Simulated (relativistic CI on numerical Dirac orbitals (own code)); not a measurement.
Nb VII: calculation against measurement

Calculated at this level of theory: Dirac-Coulomb-Breit CI, orbitals from a KLI potential per configuration, a model potential for QED, unscaled Slater integrals (own radial code, finite nucleus).

Configurations in the expansion (outside the closed core [Ar] 3d10): 4s2.4p5, 4s.4p6, 4s2.4p4.4d, 4s.4p5.4d, 4s2.4p4.4f, 4s2.4p4.5s, 4s.4p5.4f, 4s2.4p4.5p, 4s2.4p4.5d, 4p6.4d, 4s.4p4.4d2, 4s2.4p4.6s, 4s2.4p3.4d.4f, 4s2.4p4.6p, 4s.4p5.5s, 4s2.4p4.5f, 4s2.4p4.5g, 4s2.4p4.6d, 4s2.4p4.7s, 4s.4p5.5p, 4s2.4p4.7p, 4s2.4p4.6f, 4s.4p5.5d, 4p6.4f, 4s2.4p3.4d.5p, 4s.4p5.6s, 4s.4p5.6p, 4s2.4p3.4d2, 4s2.4p2.4d3, 4s.4p3.4d3, 4s2.4p2.4d2.4f, 4s2.4p2.4d2.5s, 4s.4p3.4d2.4f, 4p5.4d2, 4p4.4d3, 4p4.4d2.4f, 4p4.4d2.5s, 4s2.4p3.4d.5s, 4s.4p3.4d2.5s, 4s2.4p2.4d.4f.5s, 4s2.4p2.4d.5s2, 4s.4p3.4d.4f.5s, 4p5.4d.5s, 4p4.4d.4f.5s, 4p4.4d.5s2. Double excitations out of closed p, d and f shells are left out; levels of such configurations are missing from the list, as are those of other unlisted configurations, and high levels can miss mixing partners. These lack a partner that the ground configuration has and come out too high: 4s2.4p4.5p, 4s2.4p4.5d, 4s2.4p4.6s, 4s2.4p4.6p, 4s2.4p4.5f.

```
Configuration  Term (tabulated)    J  Measured (cm⁻¹)  Computed  Error  Purity (%)
      4s2.4p5               2P°  3/2              0.0         0      0          97
      4s2.4p5               2P°  1/2          19185.0     18881   -304          97
       4s.4p6                2S  1/2         212501.0    209031  -3470          72
   4s2.4p4.5s                4P  1/2         426310.0    457766  31456          86
   4s2.4p4.5s              2D †  5/2         455071.0    479078  24007          90
   4s2.4p4.5s                2P  1/2         458824.0    467772   8948          90
   4s2.4p4.5s              2D †  3/2         464153.0    479875  15722          85
   4s2.4p4.5s                2S  1/2         506552.0    511538   4986          80
```

Measured levels from Moore, Atomic Energy Levels, vol. II, NSRDS-NBS 35 (1971 reprint of NBS Circular 467, 1952); pairs were made by configuration, J and term (by order where the table uses no LS term), so strongly mixed levels may be paired wrongly. The analysis dates from before 1960.

Mean error by configuration (cm⁻¹): 4s2.4p5 -304; 4s.4p6 -3470; 4s2.4p4.5s 15130. Over the excited levels the mean absolute error is 9833 cm⁻¹ (7 of the 8 excited levels that our extract of the source holds in range could be paired, and the others can miss by more), and the median relative error of those above 1,000 cm⁻¹ is 1.6 %. † marks terms whose computed intervals miss the measured ones by more than a factor of 2.5, or configurations far off the rest, from wrong mixing, a near crossing or a doubtful label or measurement; they are left out of the means.
